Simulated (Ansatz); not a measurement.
Ligand exchange: LiBr + C2H5FSn → LiF + C2H5BrSn

Gas-phase species: LiBr, singlet; C2H5FSn `C[CH2][Sn][F]`, singlet; LiF, singlet; C2H5BrSn `C[CH2][Sn][Br]`, singlet. The partners trade Br for F: Li–Br and Sn–F bonds give way to Li–F and Sn–Br.

Shapes, held fixed at every level: PBE0-D4/def2-TZVP. Flexible molecules stand in one conformer, not always the lowest. Programs: Ansatz 0.2.0. The zero-point and thermal change to 298 K, harmonic and unscaled (PBE0-D4/def2-TZVP), is +1.0 kJ/mol.

| level | kind | ΔH(298 K) (kJ/mol) | less CCSD(T)/def2-TZVPP |
| --- | --- | --- | --- |
| HF/def2-SVP | Hartree–Fock | +21.8 | +18.8 |
| HF/def2-TZVPP | Hartree–Fock | +24.6 | +21.6 |
| BHLYP-D4/def2-TZVPP | global hybrid | +1.1 | -1.9 |
| wB97X-V/def2-TZVPP | range-separated hybrid | +9.6 | +6.6 |
| MP2/def2-SVP | perturbation theory | +3.9 | +0.9 |
| CCSD/def2-SVP | coupled cluster or CI | +5.7 | +2.7 |
| CCSD/def2-TZVPP | coupled cluster or CI | +4.9 | +1.9 |
| CCSD(T)/def2-TZVPP | coupled cluster or CI | +3.0 | 0.0 |

The highest level, CCSD(T)/def2-TZVPP, gives ΔH(298 K) = +3.0 kJ/mol; the levels span +1.1 to +24.6. That is about zero within the method's error. The column of differences is taken from that level and isn't an error. No measured value is set beside it here. For atoms past krypton def2 sets carry core potentials with scalar relativity. Relativity is left out for Br. Outer-core shells of Br, Li, Sn are correlated, in sets that cover them unevenly. Sets without diffuse functions underbind ionic bonds of s-block metals.
